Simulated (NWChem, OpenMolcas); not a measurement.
## How basis sets differ on C2HClFIn (SMILES C#[C][In]([F])[Cl])

C2HClFIn has 6 atoms, charge 0, and is taken as a singlet. As SMILES, `C#[C][In]([F])[Cl]`. The coordinates come from a PBE0-D4/def2-TZVP relaxation.

Quantity: the HOMO–LUMO gap, in eV. The values are calculated.

| level | kind | program | value (eV) | CPU time |
| --- | --- | --- | --- | --- |
| HF/ANO-R0 (sfX2C) | Hartree–Fock | OpenMolcas | 12.02 | 12 s |
| HF/ANO-RCC-MB (DKH2) | Hartree–Fock | OpenMolcas | 12.88 | 6.2 s |
| HF/STO-3G | Hartree–Fock | OpenMolcas | 13.76 | 3 s |
| HF/3-21G | Hartree–Fock | NWChem | 12.55 | 20 s |
| HF/def2-SVP (core potential) | Hartree–Fock | NWChem | 12.60 | 26 s |

All-electron rows without a relativistic Hamiltonian named are non-relativistic, while core potentials hold scalar relativity, so basis and relativity change together. The values span 12.02 to 13.76 eV. A Hartree–Fock LUMO above zero doesn't converge with the basis: it sinks as sets grow more diffuse. Orbital gaps aren't excitation energies. CPU times are rough (shared hosts, several kinds of processor and program).
